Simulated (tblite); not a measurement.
Isomers of C6H7FSi. Computed values, GFN2-xTB/tblite, gas phase, harmonic and unscaled. Errors from tens to a few hundred cm⁻¹ against measured bands are possible. Modes of hydrogen on silicon can be 10 to 20 % off. One conformer each.

Electronic energies: GFN2-xTB at the same geometries; isomer energies are rough at this level and their order can be wrong.

```
                  SMILES  electronic energy, lowest = 0 (kcal/mol)
C#CC1=C[C@@H](F)[SiH2]C1                                      54.9
      FC1=C[SiH2]C=CC=C1                                      40.8
   C#C/C=C(F)/C=C\[SiH3]                                      69.9
         Fc1ccccc1[SiH3]                                       0.0
       FC[SiH2]C#CC1=CC1                                      95.9
```

Problem. How do GFN2-xTB zero-point energies change the relative energies?

Solution. 
```tsv
SMILES	ZPE (kcal/mol)	of it from modes above 1550 cm⁻¹	electronic (kcal/mol)	with ZPE, lowest = 0 (kcal/mol)	lowest mode (cm⁻¹)	rings
Fc1ccccc1[SiH3]	64.8	31.9	0.0	0.0	78	1
FC1=C[SiH2]C=CC=C1	65.6	35.0	40.8	41.7	76	1
C#CC1=C[C@@H](F)[SiH2]C1	64.5	34.1	54.9	54.6	48	1
C#C/C=C(F)/C=C\[SiH3]	61.9	35.5	69.9	67.0	49	0
FC[SiH2]C#CC1=CC1	63.3	34.0	95.9	94.4	4	1
```

The zero-point energies span 3.7 kcal/mol, from `C#C/C=C(F)/C=C\[SiH3]` to `FC1=C[SiH2]C=CC=C1`. The order is unchanged.

Problem. What do entropy and thermal enthalpy add at 298.15 K and 1 bar (rigid rotor, harmonic oscillator, one conformer each)?

Solution. 
```
                  SMILES  point group  symmetry number  S (cal/(mol K))  H − H(0) (kcal/mol)  ZPE + H − H(0) − TS (kcal/mol)
         Fc1ccccc1[SiH3]           Cs                1             88.6                 5.74                            44.2
      FC1=C[SiH2]C=CC=C1           C1                1             87.7                 5.68                            45.2
C#CC1=C[C@@H](F)[SiH2]C1           C1                1             92.5                 6.20                            43.2
   C#C/C=C(F)/C=C\[SiH3]           Cs                1             96.9                 6.79                            39.8
```

Not tabulated: `FC[SiH2]C#CC1=CC1` (lowest mode only 4 cm⁻¹).
